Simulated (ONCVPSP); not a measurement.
**Cutoff test, Gd (Z = 64), ONCV**

* Element: gadolinium (Gd)
* Generator: ONCVPSP 4.0.1
* Type: optimised norm-conserving Vanderbilt (ONCV)
* Functional: LDA (Perdew-Zunger)
* Relativity: fully relativistic
* Frozen core: [Kr] 4d10
* Valence charge: 18
* Reference configuration: 4f7 5s2 5p6 5d1 6s2
* Partial waves: 5s+6s: rc 2.05 bohr, ncon 4, nbas 9, qcut 4.8 1/bohr, 2 projectors; 5p: rc 2.05 bohr, ncon 5, nbas 9, qcut 5.6 1/bohr, 3 projectors, debl 0.6 Ha; 5d: rc 2.75 bohr, ncon 3, nbas 8, qcut 4.6 1/bohr, 3 projectors, debl 0.6 Ha; 4f: rc 0.90 bohr, ncon 4, nbas 9, qcut 16.3 1/bohr, 2 projectors, debl 1.4 Ha
* Local potential: polynomial inside 0.90 bohr (lpopt 5, dvloc0 0 Ha)
* Core correction: none

Open shells are filled in proportion to 2j + 1.

In the p channel the program set the typed energies aside and used -0.957, 0.250, 0.850 Ha (j = l + 1/2; the other j can differ).

**Question.** For each optimised wave give the share of its norm inside rc, the residual kinetic energy above qcut (Ha) and the cutoffs (Ha) for errors of 10, 1, 0.1 and 0.01 mHa per electron.

**Answer.**

```
               wave  norm inside rc  residual KE  10 mHa  1 mHa  0.1 mHa  0.01 mHa
                 5s           0.933      1.5e-04     6.5    9.4     14.5      55.2
                 6s           0.053      9.5e-05     2.9    8.7     11.7      30.7
           5p j=3/2           0.811      2.0e-04     5.5   12.8     23.7      59.9
p projector 2 j=3/2           0.108      1.4e-04     4.8   12.2     16.6      38.6
p projector 3 j=3/2           0.074      1.7e-04     5.0   12.6     16.8      31.3
           5p j=1/2           0.860      1.7e-04     5.6   11.9     22.4      59.7
p projector 2 j=1/2           0.103      1.3e-04     5.2   11.1     16.5      40.6
p projector 3 j=1/2           0.077      1.7e-04     5.3   11.7     16.8      31.3
           5d j=5/2           0.555      3.5e-06     5.3    7.2      8.7       9.9
d projector 2 j=5/2           0.235      9.2e-06     6.0    7.9      9.2      11.1
d projector 3 j=5/2           0.154      2.5e-05     6.4    8.3      9.7      12.0
           5d j=3/2           0.584      4.6e-06     5.5    7.4      8.8      10.1
d projector 2 j=3/2           0.230      1.2e-05     6.1    8.0      9.3      11.4
d projector 3 j=3/2           0.156      3.2e-05     6.5    8.4      9.9      12.3
           4f j=7/2           0.633      4.9e-04   112.2  127.2    317.7     458.6
f projector 2 j=7/2           0.062      1.0e-04    99.3  118.1    133.4     234.0
           4f j=5/2           0.642      5.1e-04   112.5  127.5    325.6     460.2
f projector 2 j=5/2           0.061      1.0e-04    99.5  118.2    133.6     234.8
```

The occupied waves need 127 Ha and 326 Ha for 1 and 0.1 mHa. Note: ghosts flagged at negative energy: s at -224.7 eV, d3/2 at -130.3 eV; GHOST(+) flagged for p3/2 at 119.4 eV, p1/2 at 163.2 eV. A true bound ghost makes a file unfit for plane-wave use. 1 of 4 tests not solved or not reliable.
